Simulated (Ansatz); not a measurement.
Ansatz (a program for electronic structure) input:

Ansatz 0.2 input:
```yaml
crystal:
  periodic: [false, false, false]
  atoms:
    - {symbol: C, position_ang: [1.19116540, 0.02436462, 0.00315701]}
    - {symbol: C, position_ang: [-0.01664926, -0.30007511, 0.51891372]}
    - {symbol: O, position_ang: [-1.07559004, 0.18044252, -0.35335896]}
    - {symbol: H, position_ang: [1.32540947, 0.57277564, -0.94124711]}
    - {symbol: H, position_ang: [2.09861003, -0.26004892, 0.53013007]}
    - {symbol: H, position_ang: [-1.86639598, -0.10200392, 0.10556434]}
basis:
  gaussian:
    orbitals: def2-TZVP
hamiltonian:
  xc: b3lyp
  dispersion: d3bj
total_charge: -1
phonons: {temperatures: {t_min: 298.15, t_max: 298.15, t_step: 100}}
```

Q: Predict the final energy.

A: -153.23249 Eh (B3LYP-D3(BJ)/def2-TZVP). The basis has 111 functions. The run takes roughly 30 core-seconds.

It need not be the lowest isomer of its formula. Whether it binds its extra electron was not tested at this geometry.
